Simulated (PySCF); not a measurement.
Se(Cl)(GeH3) (ClGeH3Se), SMILES Cl[Se][GeH3].

Geometry optimised at B3LYP-D3(BJ)/def2-SVP. This is a generated structure with no PubChem entry under its InChIKey; it may be hypothetical.

Method: B3LYP-D3(BJ)/def2-SVP (PySCF 2.14.0).

Frequencies are harmonic and unscaled.

Computed harmonic wavenumbers and intensities:
```json
[
 {"mode": "1", "ν (cm⁻¹)": "102", "IR (km/mol)": "0.9", "Raman (Å⁴/amu)": "2.8", "depolarisation": "0.56", "moving atoms (share of kinetic energy)": "Cl 54 %, Ge 24 %, Se 17 %"},
 {"mode": "2", "ν (cm⁻¹)": "120", "IR (km/mol)": "0.0", "Raman (Å⁴/amu)": "0.2", "depolarisation": "0.75", "moving atoms (share of kinetic energy)": "H 95 %"},
 {"mode": "3", "ν (cm⁻¹)": "274", "IR (km/mol)": "7.4", "Raman (Å⁴/amu)": "8.1", "depolarisation": "0.23", "moving atoms (share of kinetic energy)": "Ge 49 %, Se 48 %"},
 {"mode": "4", "ν (cm⁻¹)": "386", "IR (km/mol)": "10.8", "Raman (Å⁴/amu)": "12.5", "depolarisation": "0.34", "moving atoms (share of kinetic energy)": "Cl 70 %, Se 30 %"},
 {"mode": "5", "ν (cm⁻¹)": "524", "IR (km/mol)": "11.5", "Raman (Å⁴/amu)": "9.9", "depolarisation": "0.74", "moving atoms (share of kinetic energy)": "H 92 %"},
 {"mode": "6", "ν (cm⁻¹)": "536", "IR (km/mol)": "8.0", "Raman (Å⁴/amu)": "12.0", "depolarisation": "0.75", "moving atoms (share of kinetic energy)": "H 96 %"},
 {"mode": "7", "ν (cm⁻¹)": "806", "IR (km/mol)": "245.8", "Raman (Å⁴/amu)": "17.6", "depolarisation": "0.45", "moving atoms (share of kinetic energy)": "H 97 %"},
 {"mode": "8", "ν (cm⁻¹)": "858", "IR (km/mol)": "40.5", "Raman (Å⁴/amu)": "27.2", "depolarisation": "0.75", "moving atoms (share of kinetic energy)": "H 99 %"},
 {"mode": "9", "ν (cm⁻¹)": "880", "IR (km/mol)": "38.0", "Raman (Å⁴/amu)": "23.3", "depolarisation": "0.75", "moving atoms (share of kinetic energy)": "H 99 %"},
 {"mode": "10", "ν (cm⁻¹)": "2130", "IR (km/mol)": "75.0", "Raman (Å⁴/amu)": "298.1", "depolarisation": "0.06", "moving atoms (share of kinetic energy)": "H 99 %"},
 {"mode": "11", "ν (cm⁻¹)": "2152", "IR (km/mol)": "73.6", "Raman (Å⁴/amu)": "154.5", "depolarisation": "0.40", "moving atoms (share of kinetic energy)": "H 99 %"},
 {"mode": "12", "ν (cm⁻¹)": "2154", "IR (km/mol)": "94.6", "Raman (Å⁴/amu)": "104.8", "depolarisation": "0.75", "moving atoms (share of kinetic energy)": "H 98 %"}
]
```
